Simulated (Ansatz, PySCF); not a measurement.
Species: sum formula InOH, charge 0, multiplicity 1. 
Geometry from a B3LYP-D3(BJ)/def2-TZVP (Ansatz, an electronic-structure program) optimisation:
SMILES: [OH][In]
```xyz
3

In    -0.1901    -0.1458    -0.2219
O      0.9785     0.7034     1.2141
H      1.4855     1.5186     1.1611
```

Dipole moments at this geometry, in debye (magnitudes).

```json
[
 {"level": "HF/def2-TZVPD", "program": "PySCF", "dipole (D)": "2.04"},
 {"level": "B3LYP/def2-TZVPD", "program": "Ansatz", "dipole (D)": "2.12"},
 {"level": "r2SCANh/def2-TZVPD", "program": "Ansatz", "dipole (D)": "1.96"},
 {"level": "r2SCAN0/def2-TZVPD", "program": "Ansatz", "dipole (D)": "2.03"},
 {"level": "wB97M-V/def2-TZVPD", "program": "Ansatz", "dipole (D)": "2.06"},
 {"level": "CCSD(T)/def2-SVPD", "program": "Ansatz", "dipole (D)": "2.02"}
]
```
